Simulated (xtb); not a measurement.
C₄H₁₀In, charge +1, singlet, from a rough starting geometry (GFN-xTB shapes and energies of metal compounds can be far from the true ones); GFN2-xTB in xtb.

Here is a job for xtb.
```
$ xtb mol.xyz --gfn 2 --chrg 1 --opt vtight --json

# file mol.xyz
15

In    -0.00212617     0.01304276    -0.07237547
C     -0.24402897    -0.72523570     2.27199803
C      0.22799985    -2.16457277     2.38827903
H     -1.36916711    -0.62572547     2.45596066
H      0.28434609    -0.01635388     2.82296717
H      1.28448420    -2.21677340     2.15544191
H     -0.31162034    -2.81697288     1.83033858
H      0.06213240    -2.45231471     3.44434146
C      0.24262744     0.66272872    -2.22533450
C     -0.19883793     2.13712514    -2.47049317
H     -0.33592375    -0.04058970    -2.79580413
H      1.32799071     0.56886213    -2.44273379
H      0.41683800     2.80812957    -1.85572431
H     -1.28406976     2.23965950    -2.18607533
H     -0.11233093     2.45239042    -3.49464526
```

**Question.** What does xtb print? Leave out banner, timings and long lists.

**Answer.** 
```
   ID    Z sym.   atoms
    1   49 In     1
    2    6 C      2, 3, 9, 10
    3    1 H      4-8, 11-15

           -------------------------------------------------
          |                Calculation Setup                |
           -------------------------------------------------

           -------------------------------------------------
          |                 G F N 2 - x T B                 |
           -------------------------------------------------

          ...................................................
          :                      SETUP                      :
          :.................................................:
          :  # basis functions                  36          :
          :  # atomic orbitals                  35          :
          :  # shells                           21          :
          :  # electrons                        28          :
          :  max. iterations                   250          :
          :  Hamiltonian                  GFN2-xTB          :
          :  restarted?                      false          :
          :  GBSA solvation                  false          :
          :  PC potential                    false          :
          :  electronic temp.          300.0000000     K    :
          :  accuracy                    1.0000000          :
          :  -> integral cutoff          0.2500000E+02      :
          :  -> integral neglect         0.1000000E-07      :
          :  -> SCF convergence          0.1000000E-05 Eh   :
          :  -> wf. convergence          0.1000000E-03 e    :
          :  Broyden damping             0.4000000          :
          :  net charge                          1          :
          :  unpaired electrons                  0          :
          ...................................................

 iter      E             dE          RMSdq      gap      omega  full diag
   1    -14.5797393 -0.145797E+02  0.220E+01    1.79       0.0  T
   2    -14.5905685 -0.108292E-01  0.904E+00    1.75       1.0  T
   3    -14.1837959  0.406773E+00  0.607E+00    3.38       1.0  T
   4    -14.6174031 -0.433607E+00  0.471E+00    1.83       1.0  T
   5    -14.6229858 -0.558268E-02  0.206E+00    1.81       1.0  T
   6    -14.6221186  0.867237E-03  0.838E-01    1.83       1.0  T
   7    -14.6256027 -0.348412E-02  0.200E-01    1.81       1.0  T
   8    -14.6255908  0.118819E-04  0.107E-01    1.81       1.0  T
   9    -14.6256325 -0.416842E-04  0.123E-02    1.81       2.1  T
  10    -14.6256325 -0.191066E-07  0.485E-03    1.81       5.3  T
  11    -14.6256326 -0.746279E-07  0.333E-03    1.81       7.8  T
  12    -14.6256327 -0.115788E-06  0.217E-03    1.81      11.9  T
  13    -14.6256327 -0.227877E-07  0.599E-04    1.81      43.1  T
  14    -14.6256327 -0.312527E-08  0.118E-04    1.81     218.0  T

   *** convergence criteria satisfied after 14 iterations ***

         :::::::::::::::::::::::::::::::::::::::::::::::::::::
         ::                     SUMMARY                     ::
         :::::::::::::::::::::::::::::::::::::::::::::::::::::
         :: total energy             -14.417792672274 Eh    ::
         :: gradient norm              0.128902868781 Eh/a0 ::
         :: HOMO-LUMO gap              1.806984263215 eV    ::
         ::.................................................::
         :: SCC energy               -14.625633544960 Eh    ::
         :: -> isotropic ES            0.080251671970 Eh    ::
         :: -> anisotropic ES         -0.017191771069 Eh    ::
         :: -> anisotropic XC          0.008991995343 Eh    ::
         :: -> dispersion             -0.006227442350 Eh    ::
         :: repulsion energy           0.207840872687 Eh    ::
         :: add. restraining           0.000000000000 Eh    ::
         :: total charge               1.000000000000 e     ::
         :::::::::::::::::::::::::::::::::::::::::::::::::::::

      -----------------------------------------------------------
[...]
 * total energy  :   -14.4296450 Eh     change       -0.1185233E-01 Eh
 * total energy  :   -14.4309172 Eh     change       -0.1272247E-02 Eh
 * total energy  :   -14.4310030 Eh     change       -0.8575883E-04 Eh
 * total energy  :   -14.4310339 Eh     change       -0.3086024E-04 Eh
 * total energy  :   -14.4310443 Eh     change       -0.1043711E-04 Eh
 * total energy  :   -14.4310486 Eh     change       -0.4271302E-05 Eh
 * total energy  :   -14.4310500 Eh     change       -0.1422012E-05 Eh
 * total energy  :   -14.4310509 Eh     change       -0.9092977E-06 Eh
 * total energy  :   -14.4310513 Eh     change       -0.4102662E-06 Eh
 * total energy  :   -14.4310515 Eh     change       -0.1858779E-06 Eh
 * total energy  :   -14.4310517 Eh     change       -0.1661552E-06 Eh
 * total energy  :   -14.4310518 Eh     change       -0.9753317E-07 Eh
   *** GEOMETRY OPTIMIZATION CONVERGED AFTER 13 ITERATIONS ***
         :: total energy             -14.431051766749 Eh    ::
[...]
        23                         -0.0042570              -0.1158
        24                          0.0076884               0.2092
        25                          0.0187336               0.5098
       ...                                ...                  ...
        35                          0.5397147              14.6864
      -------------------------------------------------------------
                  HL-Gap            0.0619153 Eh            1.6848 eV
             Fermi-level           -0.4939720 Eh          -13.4417 eV

     #   Z          covCN         q      C6AA      α(0)
     1  49 In       1.567     0.402   368.178    43.454
     2   6 C        3.596    -0.092    22.927     6.932
     3   6 C        3.763    -0.118    22.809     6.808
     4   1 H        0.925     0.113     1.670     2.021
     5   1 H        0.925     0.113     1.671     2.021
     6   1 H        0.924     0.087     1.908     2.160
     7   1 H        0.924     0.087     1.908     2.160
     8   1 H        0.924     0.109     1.702     2.040
     9   6 C        3.596    -0.092    22.926     6.931
    10   6 C        3.763    -0.118    22.809     6.808
    11   1 H        0.925     0.113     1.670     2.021
    12   1 H        0.925     0.113     1.671     2.021
    13   1 H        0.924     0.087     1.908     2.160
    14   1 H        0.924     0.087     1.907     2.160
    15   1 H        0.924     0.109     1.702     2.040

 Mol. C6AA /au·bohr⁶  :       2593.462002
 Mol. C8AA /au·bohr⁸  :     142237.203216
 Mol. α(0) /au        :         91.737477

Wiberg/Mayer (AO) data.
largest (>0.10) Wiberg bond orders for each atom

 ---------------------------------------------------------------------------
     #   Z sym  total        # sym  WBO       # sym  WBO       # sym  WBO
 ---------------------------------------------------------------------------
     1  49 In   1.678 --     9 C    0.604     2 C    0.603
     2   6 C    3.916 --     3 C    1.054     5 H    0.920     4 H    0.920
                             1 In   0.603     9 C    0.396
     3   6 C    3.965 --     2 C    1.054     7 H    0.953     6 H    0.953
                             8 H    0.927
     4   1 H    0.986 --     2 C    0.920
     5   1 H    0.986 --     2 C    0.920
     6   1 H    0.987 --     3 C    0.953
     7   1 H    0.987 --     3 C    0.953
     8   1 H    0.951 --     3 C    0.927
     9   6 C    3.917 --    10 C    1.054    12 H    0.920    11 H    0.920
                             1 In   0.604     2 C    0.396
    10   6 C    3.965 --     9 C    1.054    14 H    0.953    13 H    0.953
                            15 H    0.927
    11   1 H    0.986 --     9 C    0.920
    12   1 H    0.986 --     9 C    0.920
    13   1 H    0.987 --    10 C    0.953
    14   1 H    0.987 --    10 C    0.953
    15   1 H    0.951 --    10 C    0.927
 ---------------------------------------------------------------------------

Topologies differ in total number of bonds
Writing topology from bond orders to xtbtopo.mol

molecular dipole:
                 x           y           z       tot (Debye)
 q only:       -0.010      -0.024      -0.023
   full:       -0.011      -0.024      -0.023       0.090
molecular quadrupole (traceless):
                xx          xy          yy          xz          yz          zz
 q only:      -10.645      -0.580      -1.140      -0.539     -12.975      11.785
  q+dip:      -10.297       0.210      -2.850      -0.786     -12.796      13.147
   full:       -7.320      -0.223      -0.882      -0.209      -9.366       8.202

optimized geometry written to: xtbopt.xyz

           -------------------------------------------------
          | TOTAL ENERGY              -14.431051766749 Eh   |
          | GRADIENT NORM               0.000064422856 Eh/α |
          | HOMO-LUMO GAP               1.684800844418 eV   |
           -------------------------------------------------

normal termination of xtb
```
